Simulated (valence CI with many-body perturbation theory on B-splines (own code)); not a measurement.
**Sn26+: calculated level list**

Method: valence CI with perturbative core correlation (CI+MBPT): six valence electrons over a frozen Dirac-Fock core [Ar], a basis of 7 s, 7 p, 8 d, 6 f, 4 g, 1 h functions for each j, with the one-electron correlation potential Σ1 (screened to all orders), the two-electron term Σ2, the three-electron term Σ3, Breit, model QED; selected single and double excitations, second order for the rest, scaled by the run's own slope (own B-spline code, finite nucleus).

No measured spectrum was set against this ion. As an estimate, large intervals hold to a few tenths of a per cent, small ones and those within an open d or f shell to about a per cent. Core correlation moves these levels by up to 10000 cm⁻¹, and in measured spectra 5 to 20 % of such shifts remained as error; rates that hang on mixing are uncertain with them. Among the levels kept, up to 960 cm⁻¹ of a level comes from second order outside the variational space, and about a tenth of that is noise between levels of different J, which matters for small intervals. Only levels of the ground parity were solved; by the run's estimate the other parity begins above the list, which can be wrong where configurations are misplaced.

Levels 1 to 34 of 34, with energies above the lowest level, 3d6 5D_4. "Leading %" is the weight of the configuration and term that name the level; weights of strongly mixed levels are sums over their largest components and can fall short. Lifetimes count E1, E2, E3, M1 and M2 decay at the calculated energies, and are blank where another channel may lead or the interval is too uncertain; long ones can be off by a factor of two.

```tsv
No.	Configuration	Term	J	E (eV)	Leading %	Second component	Lifetime	g
1	3d6	5D	4	0.000	73	22 % 3d6 3F		1.414
2	3d6	5D	2	4.088	45	38 % 3d6 3P	353 s	1.419
3	3d6	5D	3	6.191	88	8 % 3d6 3F	263 μs	1.454
4	3d6	5D	0	8.091	64	25 % 3d6 3P	127 s	
5	3d6	5D	1	8.444	76	20 % 3d6 3P	422 μs	1.449
6	3d6	3H	4	11.129	25	23 % 3d6 1G	126 μs	1.079
7	3d6	3H	6	14.331	81	19 % 3d6 1I	691 s	1.131
8	3d6	3G	5	14.378	52	48 % 3d6 3H	854 μs	1.116
9	3d6	5D	2	16.320	47	18 % 3d6 1D	60.6 μs	1.272
10	3d6	3F	3	17.229	47	33 % 3d6 3G	120 μs	1.009
11	3d6	3F	2	17.727	56	28 % 3d6 3P	96.1 μs	0.982
12	3d6	3H	4	21.365	53	27 % 3d6 3F	79.6 μs	0.991
13	3d6	1S	0	21.500	57	29 % 3d6 5D	38.5 μs	
14	3d6	3D	1	22.858	68	22 % 3d6 3P	97.8 μs	0.812
15	3d6	3G	4	22.938	52	23 % 3d6 3F	131 μs	1.088
16	3d6	3D	2	23.126	62	21 % 3d6 3P	201 μs	1.157
17	3d6	3H	5	23.796	52	48 % 3d6 3G	127 μs	1.110
18	3d6	3D	3	25.100	66	23 % 3d6 3F	62.9 μs	1.271
19	3d6	3G	3	26.167	48	30 % 3d6 3F	117 μs	0.925
20	3d6	1I	6	26.450	81	19 % 3d6 3H	153 μs	1.028
21	3d6	3P	0	26.454	97		261 μs	
22	3d6	1F	3	28.159	51	37 % 3d6 3F	145 μs	1.003
23	3d6	3P	1	29.510	71	23 % 3d6 3D	45.5 μs	1.268
24	3d6	1G	4	31.378	64	23 % 3d6 3F	79.1 μs	1.032
25	3d6	1D	2	31.620	51	23 % 3d6 3P	63.4 μs	1.045
26	3d6	3P	1	34.566	87	8 % 3d6 5D	25.4 μs	1.457
27	3d6	3F	4	37.372	75	11 % 3d6 3G	41.3 μs	1.184
28	3d6	3F	2	37.718	87	7 % 3d6 3D	46.3 μs	0.732
29	3d6	1G	4	43.152	76	17 % 3d6 3F	35.6 μs	1.034
30	3d6	3P	2	43.437	70	15 % 3d6 1D	33.6 μs	1.362
31	3d6	3P	0	43.551	57	36 % 3d6 1S	18.0 μs	
32	3d6	3F	3	43.784	54	28 % 3d6 1F	36.3 μs	1.065
33	3d6	1D	2	51.898	95		46.1 μs	1.001
34	3d6	1S	0	65.413	93	6 % 3d6 3P	16.6 μs
```

Names give the largest LS component (configuration and term), which can be under half, so a name can repeat, a term be missing and a line seem to break the LS rules; names also repeat where a configuration has a term twice.

The ionisation energy to 3d5 6S_5/2 of the next ion comes out as 1421.6 eV (NIST: 1421 ± 4 eV (theoretical)). All 34 levels together are meant to be complete up to 68.032 eV.
